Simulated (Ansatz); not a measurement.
```yaml
crystal:
  periodic: [false, false, false]
  atoms:
    - {symbol: O, position_ang: [-1.045528, -2.072593, 1.511761]}
    - {symbol: C, position_ang: [-0.483477, -1.587838, 0.212773]}
    - {symbol: Sn, position_ang: [0.335861, 1.026001, -0.151210]}
    - {symbol: H, position_ang: [-0.360377, -2.468284, -0.863118]}
    - {symbol: H, position_ang: [-0.781744, 1.889445, -1.752561]}
    - {symbol: H, position_ang: [0.006641, 2.087779, 1.661713]}
    - {symbol: H, position_ang: [2.405249, 1.040489, -0.676609]}
basis:
  gaussian: {orbitals: def2-mTZVPP}
hamiltonian: {xc: {name: HF}}
correlation: {method: mp2, frozen_orbitals: {O: 0}}
accuracy: high
```

```sh
$ ansatz run in.yaml --threads 2 --pin off --events-out ev --progress --plain --max-ram 4352MiB
```

Output, abridged:

```
Functional definition: HF
Error: "frozen_orbitals" has no count for C
```

In this input frozen orbitals are typed for one element alone, and the program wants a count for each. The input was rejected before any iteration.
